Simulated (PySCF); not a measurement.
Orbital picture of TaN

PBE0 at R = 1.666 Å; Ta def2-TZVPP with ECP60, N def2-TZVPP; scalar-relativistic core potentials (PySCF 2.14). State: ¹Σ⁺ (singlet), closed shell. Only the outer orbitals are listed, counted within each symmetry, core potentials removing the inner ones.

```json
{"orbital": "3σ", "occ.": "2", "ε (eV)": "-41.87", "on Ta (%)": "94", "main shells (%)": "94 Ta p"}
{"orbital": "1π", "occ.": "2", "ε (eV)": "-41.87", "on Ta (%)": "100", "main shells (%)": "100 Ta p"}
{"orbital": "1π", "occ.": "2", "ε (eV)": "-41.87", "on Ta (%)": "100", "main shells (%)": "100 Ta p"}
{"orbital": "4σ", "occ.": "2", "ε (eV)": "-19.19", "on Ta (%)": "20", "main shells (%)": "79 N s, 10 Ta d"}
{"orbital": "2π", "occ.": "2", "ε (eV)": "-8.67", "on Ta (%)": "44", "main shells (%)": "56 N p, 41 Ta d"}
{"orbital": "2π", "occ.": "2", "ε (eV)": "-8.67", "on Ta (%)": "44", "main shells (%)": "56 N p, 41 Ta d"}
{"orbital": "5σ", "occ.": "2", "ε (eV)": "-8.18", "on Ta (%)": "36", "main shells (%)": "53 N p, 32 Ta d, 11 N s"}
{"orbital": "6σ", "occ.": "2", "ε (eV)": "-6.24", "on Ta (%)": "97", "main shells (%)": "82 Ta s, 10 Ta d"}
{"orbital": "1δ", "occ.": "0", "ε (eV)": "-3.41", "on Ta (%)": "100", "main shells (%)": "100 Ta d"}
{"orbital": "1δ", "occ.": "0", "ε (eV)": "-3.41", "on Ta (%)": "100", "main shells (%)": "100 Ta d"}
{"orbital": "3π", "occ.": "0", "ε (eV)": "-1.73", "on Ta (%)": "89", "main shells (%)": "62 Ta p, 27 Ta d, 11 N p"}
```

Question: Which are the highest filled and the lowest empty level, where do they sit, and how wide is the gap?

Answer: Highest filled 6σ at -6.24 eV (in %: 82 Ta s, 10 Ta d); lowest empty 1δ at -3.41 eV (in %: 100 Ta d); the gap at PBE0 is 2.83 eV.

```json
{
 "bond order (Mayer)": "3.12",
 "⟨S²⟩": "0.000",
 "charge on Ta (Mulliken, basis-dependent)": "0.32",
 "charge on Ta (Löwdin, basis-dependent)": "0.18",
 "dipole moment (positive dipole means Ta(−)N(+))": "-3.42 D",
 "polarisability along the bond": "71.1 bohr³",
 "polarisability across the bond": "72.0 bohr³"
}
```

Spin–orbit coupling is left out.
